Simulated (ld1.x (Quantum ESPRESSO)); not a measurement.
What one change does to a pseudopotential (Pb (Z = 82), RRKJ)

ld1.x (Quantum ESPRESSO) 7.5 input, shortened:

```
&input
   title='Pb', zed=82., rel=1, dft='PZ', iswitch=3,
   config='[Xe] 4f14 5d10 6s2 6p1'
 /
 &inputp
   pseudotype=2, tm=.false., rho0=0.01, lloc=-2, rcloc=1.85,
   nlcc=.true., rcore=1.35
 /
2
6S  1  0   2.00   0.00  1.95  1.95  0.0
6P  2  1   1.00   0.00  1.90  1.90  0.0
 &test
   configts(1)='6s2 6p1'
 /
```

Change: wave 6s (bound): rc 1.95 bohr becomes 6s (bound): rc 2.88 bohr.

Cutoffs: the cutoffs (Ry, on a coarse ladder) from which the occupation-weighted sum of valence levels, in a spherical-Bessel basis at the reference potential, stays within 10 and 1 mRy of its value at 400 Ry; they do not see the model core or the augmentation charge, which bear on the density cutoff. Errors are all-electron minus pseudo energies relative to the spin-unpolarised reference configuration.

Question: What does the change do?

Answer: The potential gets softer (35 Ry and 45 Ry → 25 Ry and 35 Ry); both files keep a bound ghost (d); of the 9 tests that both files solve, the error grows in 2 and shrinks in 5 by more than 15 % and 0.3 meV (median size 10.0 → 8.4 meV). A larger radius leaves more room for a smooth pseudo-wave, so fewer plane waves are needed.

```csv
quantity,base,changed
"cutoff, loose",35 Ry,25 Ry
"cutoff, tight",45 Ry,35 Ry
loose cutoff by channel (10 mRy a level),"s 30 Ry, p 25 Ry","s 8 Ry, p 25 Ry"
bound ghosts,d,d
"error for 6s2 6p2, meV [ΔE -6.83 eV]",-7.6,-6.2
"error for 6s2 6p0, meV [ΔE 13.76 eV]",-48,-42
"error for 6s1 6p0, meV [ΔE 46.64 eV]",-418,-437
"error for 6s2 6p2.3, meV [ΔE -7.69 eV]",-10,-8.4
"error for 6s1 6p3, meV [ΔE 1.99 eV]",-6.4,-27
"error for 6s1 6p2, meV [ΔE 9.60 eV]",-26,-49
"error for 6s2 6p1.5, meV [ΔE -4.22 eV]",-1.9,-1.4
"error for 6s2 6p1 (spin-polarised), meV [ΔE -0.15 eV]",-2.0,-1.6
"error for 6s2 6p2 (spin-polarised), meV [ΔE -7.28 eV]",-10,-7.7
```

 A true bound ghost makes a file unfit for plane-wave use even where its test errors are small: the radial tests pick states by their node count and pass the ghost by.
